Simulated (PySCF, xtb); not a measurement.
C₈H₆N₂O₃S, SMILES c1nnc(-c2scc3c2OCCO3)o1.

GFN2-xTB run with xtb at its own geometry gives an orbital gap of 2.90 eV and a dipole moment of 6.33 D.

Geometry: PBE-D3(BJ)/def2-SVP. This is a generated structure with no PubChem entry under its InChIKey; it may be hypothetical. The values are those of a single conformer.

### Question
What does PySCF with r2SCAN/def2-SVP give? (An estimate is asked for; the answer gives what the named calculation found.)

### Answer
gap 3.35 eV (levels -5.57 and -2.22 eV), dipole 6.28 D.
